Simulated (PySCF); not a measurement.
# Frontier levels across methods

Compound: C3H7NSi2.
Numbering: `[H]/[N:1]=[CH:2]\[SiH2:3][C:4]#[C:5][SiH3:6]` (hydrogens: H7 on N1; H8 on C2; H9, H10 on Si3; H11, H12, H13 on Si6)

Structure used (PBE0-D3(BJ)/def2-SVP), in Å, numbered top down from 1:
```
atom  x, y, z in Å
N1    -2.3295    1.0002   -0.7541
C2    -2.6424    0.1418    0.1288
Si3   -1.4210   -0.9022    1.1484
C4     0.2490   -0.4411    0.5426
C5     1.3244   -0.0865    0.0751
Si6    2.9435    0.4363   -0.6228
H7    -1.3060    1.0561   -0.8545
H8    -3.7239   -0.0026    0.3201
H9    -1.5480   -0.5916    2.6027
H10   -1.6586   -2.3610    0.9425
H11    3.7752    1.0328    0.4610
H12    2.7062    1.4471   -1.6927
H13    3.6354   -0.7524   -1.1976
```

Basis pcSseg-1 throughout (PySCF), one geometry. One conformer (not necessarily the lowest) at the PBE0-D3(BJ)/def2-SVP geometry, without solvent, vibrations or thermal averaging.

**Question.** How do the orbital energies, the gap and the dipole change with the method?

**Answer.** 
| method | kind | HOMO (eV) | LUMO (eV) | gap (eV) | μ (D) | SCF cycles |
| --- | --- | --- | --- | --- | --- | --- |
| B97-2 | global hybrid | -7.09 | -1.17 | 5.92 | 1.75 | 14 |
| PBE0 | global hybrid | -7.34 | -1.12 | 6.22 | 1.77 | 14 |
| mPW1PW91 | global hybrid | -7.38 | -1.13 | 6.25 | 1.78 | 14 |
| BHandHLYP | global hybrid | -8.71 | -0.01 | 8.70 | 1.90 | 13 |
| CAM-B3LYP | range-separated hybrid | -8.71 | 0.08 | 8.79 | 1.85 | 13 |
| wB97X-D | range-separated hybrid | -9.24 | 0.67 | 9.90 | 1.85 | 14 |
| LC-wPBE | range-separated hybrid | -10.07 | 1.16 | 11.23 | 1.91 | 14 |

The HOMO spans 2.99 eV, from B97-2 down to LC-wPBE, and the gap runs from 5.92 eV (B97-2) to 11.23 eV (LC-wPBE). Over the methods B97-2 (21 %), PBE0 (25 %), mPW1PW91 (25 %), BHandHLYP (50 %), a straight line through the gap against the share of exact exchange rises by 0.97 eV for each 10 % (correlation coefficient 1.000). The dipole ranges from 1.75 D (B97-2) to 1.91 D (LC-wPBE). This basis has no diffuse functions.
